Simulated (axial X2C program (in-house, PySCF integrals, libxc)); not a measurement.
# Worked dissociation energy of TiC: PBE0, scalar-relativistic

Computed with an in-house relativistic program for diatomic molecules. Spin-free means the one-electron spin-free X2C Hamiltonian. Basis: Ti dyall-cv3z [10s10p6d4f2g], C dyall-v3z [7s6p2d1f] (cores contracted in-house); Gaussian nuclei, density fitting, unrestricted open shells. Masses: Ti 47.948 u, C 12.000 u.

Molecular state: M_S = 1, Λ = 0 (beyond evenly filled blocks: 2 × σα).

```
E(Ti) (2M_S = 2, M_L = 0) : -853.525551 hartree
E(C) (2M_S = 2, M_L = 0)  : -37.822650 hartree
E(TiC) at Re              : -891.496706 hartree
ωe                        : 1027.6 cm⁻¹
```

Work out De and D0.

De = -853.525551 + (-37.822650) − (-891.496706) = 0.14850 hartree = 4.041 eV. The zero-point energy is ωe/2 = 514 cm⁻¹ = 0.064 eV, so D0 = 3.977 eV.

Occupations by symmetry block were frozen at the best pattern of an incomplete PBE0 search. Dissociation energies refer to the lowest single-determinant-based atoms at the same level and basis. Other states lie close and PBE0, whose exact exchange favours high spin, may order them wrongly; the determinant shown need not be the ground state. The nearest other spin-free determinant of the search, M_S = 0, Λ = 0, lies 0.20 eV up at the distance of the search. The stretched end of a curve changes character and is left out.

Each atomic determinant is the lowest at this level and need not be a pure term. Totals compare only within one Hamiltonian and basis.
